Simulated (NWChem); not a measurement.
C$_{2}$H$_{5}$FSi$_{2}$; SMILES C1(F)=C[SiH2][SiH2]1

```xyz
10

F      0.3678    -2.3265     0.0000
C      0.2606    -0.9831     0.0000
C      1.3199    -0.1439     0.0000
Si     0.5019     1.5515     0.0000
Si    -1.3200     0.0729     0.0000
H      2.3559    -0.4793     0.0000
H      0.7549     2.3864     1.2064
H      0.7549     2.3864    -1.2064
H     -2.1752    -0.0924     1.2071
H     -2.1752    -0.0924    -1.2071
```
Atoms are numbered in this order, from 1.

Coordinates come from a B3LYP/6-31G* (spherical d) optimisation.

 Unshifted, non-relativistic core excitations; the lowest 4 roots alone, so stronger bands may lie above.

Question: List the first F K-edge excitations from BHandHLYP/6-311G** (spherical d), restricted-window TDA (NWChem).

Answer: 
```tsv
state	energy (eV)	dipole oscillator strength	leading excitation (squared amplitude)
S1	685.1	0.0101	1s of atom 1 or its equivalents → LUMO+1 (0.93)
S2	686.0	0.0355	1s of atom 1 or its equivalents → LUMO+6 (0.26)
S3	687.0	0.0008	1s of atom 1 or its equivalents → LUMO (0.86)
S4	687.6	0.0025	1s of atom 1 or its equivalents → LUMO+2 (0.87)
```
